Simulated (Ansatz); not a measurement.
F7Re, singlet, geometry from GFN2-xTB (such geometries of metal compounds can be far from the true shape) (core potentials on Re); Ansatz (a first-principles code) with B3LYP/def2-SV(P).

Ansatz was given this input:
Ansatz 0.2 input:
```yaml
crystal:
  periodic: [false, false, false]
  atoms:
    - {symbol: Re, position_ang: [0.00000000, 0.00000000, 0.00000000]}
    - {symbol: F, position_ang: [0.26548101, 1.80612236, -0.29229660]}
    - {symbol: F, position_ang: [0.04380752, -0.28931968, -1.74793913]}
    - {symbol: F, position_ang: [-0.04380752, 0.28931968, 1.74793913]}
    - {symbol: F, position_ang: [-1.65749255, 0.80027314, -0.17400229]}
    - {symbol: F, position_ang: [0.86031045, -1.61084100, 0.28818856]}
    - {symbol: F, position_ang: [-1.28986775, -1.31152636, 0.18475728]}
    - {symbol: F, position_ang: [1.82156884, 0.31597187, -0.00664695]}
basis:
  gaussian:
    orbitals: def2-SV_P_.json
hamiltonian:
  xc: b3lyp
```
The basis file holds def2-SV(P) in the JSON format of the Basis Set Exchange.

What the program printed (banner, timings and long lists left out):

```
Functional definition: B3LYP
1227 factors; integrals over basis functions are off by at most 2.8e-4 eV
mean field evaluation 1: about -21109.8938 eV, gradient 1.1e2 eV
mean field evaluation 2: about -20903.5389 eV, gradient 3.1e2 eV
mean field evaluation 4: about -21132.2845 eV, gradient 3.1e1 eV
mean field evaluation 8: about -21133.8404 eV, gradient 2.5e-1 eV
mean field evaluation 16: about -21134.0752 eV, gradient 1.2e-3 eV
mean field -21134.07518235 eV, -776.6629377607 hartree, gradient 1.8e-5 eV, S^2 0.000000; 0 other end points of the search recorded, 0 dependent functions left out
reference -21134.07548245 eV, -776.6629487892 hartree; 39, 39 occupied and 84, 84 virtual orbitals, 1227 factors
Total energy: -21134.07548245 eV, -776.6629487892 hartree
```
